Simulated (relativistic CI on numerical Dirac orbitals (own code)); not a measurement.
Method of calculation: Dirac-Coulomb-Breit CI, KLI orbitals optimised for each configuration, QED by a radiative potential, unscaled Slater integrals (own radial code, finite nucleus).

The strongest absorption lines from the ground level of an ion, among the configurations computed and to levels below about 7970 eV (vacuum wavelength in nm, gf): 0.17592 (0.29), 0.17729 (0.39), 0.18072 (0.9), 0.18080 (1.4), 0.18081 (1.8), 0.18227 (1), 0.19664 (2.2), 1.3629 (0.41).

Question: Which ion is it?
A. Lu64+
B. Dy59+
C. Pm56+
D. Pm54+

Answer: D. Pm54+ has 7 electrons and the ground level 2s2 2p3 2P°_3/2; the strongest line goes to 2s2 2p2 3d 2D_5/2. The pattern of lines fixes the number of electrons, and along that sequence the line energies rise steadily with the charge (about as its square where n changes within one kind of shell, about linearly where n is kept but much faster in heavy ions where fine structure, which grows about as Z⁴, sets the gap, and irregularly where shells cross), which fixes Z. Configurations outside the model, such as inner-shell arrays, can give stronger lines. At this charge energies of transitions that change n are usually good to better than 1 %, and those within a shell (Δn = 0) to a few per cent.

LS names give the leading component of a level, which can be under half, so a name can repeat, a term be missing and a line seem to break the LS rules.
